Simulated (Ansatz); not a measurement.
Calculated with Ansatz (gas phase, PBE0-D4/def2-TZVP geometries, no zero-point term in ΔE). CCSD(T)/CBS adds triple-zeta CCSD(T) − MP2 to the extrapolated MP2 energy (def2 sets, frozen cores). This one scheme is used for every species. Functionals use def2-TZVPP. B3LYP here is the variant with VWN-RPA as its local correlation; programs differ in this. For Ga outer-core shells are correlated without core-valence functions, which leaves a few kJ/mol of doubt a bond. Scalar relativity is left out up to krypton. Each species was taken in one conformer, which may not be the lowest.

Reaction (hydrogenolysis of a C–O bond): `C=[C]([GaH2])OC` + H₂ → `C=[CH][GaH2]` + CH₃OH

`C=[C]([GaH2])OC`:

```xyz
12

C     0.553    0.950    0.775
C    -0.053    0.337   -0.252
Ga   -0.598    1.376   -1.827
O    -0.336   -0.988   -0.308
C     0.034   -1.774    0.802
H     0.730    2.016    0.715
H     0.884    0.450    1.679
H    -0.285    2.913   -1.789
H    -1.306    0.693   -3.045
H    -0.272   -2.794    0.575
H    -0.470   -1.434    1.713
H     1.117   -1.744    0.964
```

H₂:

Cartesian coordinates in Å:
```
H -0.267 -0.210 0.155
H 0.267 0.210 -0.155
```

`C=[CH][GaH2]`:

Cartesian coordinates in Å:
```
C 0.546 -1.274 -0.112
C 0.398 -0.126 0.551
Ga -0.727 1.294 -0.168
H 0.051 -1.454 -1.064
H 1.166 -2.090 0.257
H 0.924 -0.018 1.498
H -1.432 1.010 -1.544
H -0.926 2.658 0.583
```

CH₃OH:

Z-matrix (Å, degrees):
```
C
O 1 1.409
H 1 1.097 2 112.4
H 1 1.090 2 107.0 3 -118.5
H 1 1.097 2 112.4 3 123.0
H 2 0.959 1 108.5 3 -61.6
```

CCSD(T)/CBS gives -63.7 kJ/mol.

**Question.** Another level gave -66.8 kJ/mol. Which?
A. revPBE-D4/def2-TZVPP
B. LDA (SPW92)/def2-TZVPP
C. B3LYP/def2-TZVPP
D. BLYP/def2-TZVPP

**Answer.** C. B3LYP -66.8, revPBE-D4 -42.0, BLYP -61.5, LDA (SPW92) -33.5 kJ/mol.

**Question.** What do rigid-rotor, harmonic-oscillator terms from PBE0-D4/def2-TZVP frequencies (298.15 K, 1 bar) make of the CCSD(T)/CBS value? (An estimate is asked.)

**Answer.** Computed: ΔZPE = +21.2 kJ/mol, ΔH = -45.7 kJ/mol, ΔS = 55 J/(mol·K), ΔG = -62.0 kJ/mol.

Largest T1 diagnostic among the species: 0.013.

From PBE to PBE0 (25 % exact exchange), in def2-TZVPP and without D4, ΔE moves by −9.5 kJ/mol. At CCSD(T), def2-SVP lies +8.7 kJ/mol from the extrapolated value and def2-TZVPP +1.2 kJ/mol.

CCSD(T)/CBS has its own doubt, a few kJ/mol and more with outer-core shells, so smaller differences from it don't rank the levels.
